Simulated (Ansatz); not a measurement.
Reaction (hydrogenolysis of the Si–O bond): `CO[SiH2]S[SiH2]F` + H₂ → `F[SiH2]S[SiH3]` + CH₃OH

Calculated with Ansatz (gas phase, PBE0-D4/def2-TZVP geometries, no zero-point term in ΔE). CBS: MP2 limit from def2 TZ/QZ plus the TZ coupled-cluster correction, frozen cores. This one scheme is used for every species. DFT in def2-TZVPP. One conformer a species, not always the lowest.

| level | ΔE (kcal/mol) | difference from CCSD(T)/CBS |
| --- | --- | --- |
| PBE-D4 | 17.3 | -1.6 |
| ωB97M-V | 19.0 | 0.1 |
| B2PLYP | 17.9 | -1.0 |
| PBE | 14.9 | -4.0 |
| r2SCAN | 18.9 | 0.0 |
| PBE0 | 14.9 | -4.0 |
| CCSD/def2-TZVPP | 17.5 | -1.4 |
| CCSD(T)/def2-TZVPP | 18.5 | -0.4 |
| HF/def2-QZVPP | 15.4 | -3.5 |
| CCSD/CBS(def2) | 17.9 | -1.0 |
| CCSD(T)/CBS | 18.9 | 0 |

Largest T1 diagnostic among the species: 0.012.

In def2-TZVPP, CCSD(T) changes the Hartree–Fock value by +3.3 kcal/mol (the triples alone add +0.9 kcal/mol) and MP2 by +5.2 kcal/mol. The D4 term adds +3.7 kcal/mol with B3LYP and +2.1 kcal/mol with PBE0; it sums over pairs of atoms, weighted by their polarisabilities, and B3LYP, whose exchange is more repulsive, gets the larger term.

B3LYP here is the variant with VWN-RPA as its local correlation; programs differ in this.
